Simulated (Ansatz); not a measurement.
Frontier orbitals of `OB(F)C1=CO1`.

The species carries charge 0 and has multiplicity 1. Geometry: relaxed with PBE0-D4/def2-TZVP. It is one conformer, not always the lowest. Basis def2-TZVPP, Ansatz 0.2.0.

Orbital energies of one run (eV). Highest occupied ones, from the top: -7.81, -10.63, -12.35, -12.94, -13.58, -13.66, -14.61, -15.29, -16.46, -17.42, -18.28, -19.69, -22.73, -32.35. Empty: -0.39, 0.14, 1.39, 2.34, 2.61, 3.15.

**Question.** Which functional gave them?
A. BHLYP
B. B97M-V
C. LDA (SPW92)
D. r2SCANh

**Answer.** A. HOMO energies: BHLYP -7.81, LDA (SPW92) -5.56, r2SCANh -6.04, B97M-V -5.62 eV.
